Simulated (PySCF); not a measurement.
A small calculation by hand: oscillator strength and radiative lifetime

ethylene carbonate (C3H4O3), SMILES C1OC(OC1)=O.

Coordinates come from a B3LYP-D3(BJ)/def2-SVP optimisation. Other conformers were not sampled.

TDDFT-PBE/def2-SVPD run with PySCF puts the first singlet state with f over 0.02 at 7.51 eV (vertical), with the transition dipole (0.074, 0.383, 0.000) in atomic units.

### Question
Find the oscillator strength, the wavelength and the radiative lifetime that this transition would have in vacuum if emission retraced absorption.

### Answer

|μ|² = 0.1522 au, so |μ| = 0.99 D. ΔE = 7.51/27.211 = 0.2760 hartree. f = (2/3) ΔE |μ|² = 0.028 (the program prints 0.028).
λ = 1239.84/7.51 = 165 nm; ν = 60572 cm⁻¹.
Einstein's coefficient A = 0.6670 ν² f s⁻¹ (ν in cm⁻¹) = 6.9e7 s⁻¹, so τ = 1/A = 15 ns. This state is S6; the lower singlets have f = 0.002, 0.001, 0.009, 0.001, 0.008. The figure is the radiative limit of this one transition; relaxation, internal conversion, crossing to triplets and a medium change what is measured.
